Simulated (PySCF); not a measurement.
A structure optimised at PBE-D3(BJ)/def2-SVP, used in a PySCF frequency run:

```
Ge
F 1 1.7404
Cl 1 2.1424 2 107.46
Cl 1 2.1424 2 107.46 3 -118.88
Br 1 2.2863 2 108.44 4 -120.56
```
Charge 0, spin multiplicity 1.

**Question.** Write its SMILES, formula and point group.

**Answer.** [F][Ge]([Cl])([Cl])[Br], BrCl2FGe, Cs

**Question.** What are its rotational constants (standard atomic weights)?

**Answer.** 1.5790, 0.97237, 0.79113 GHz
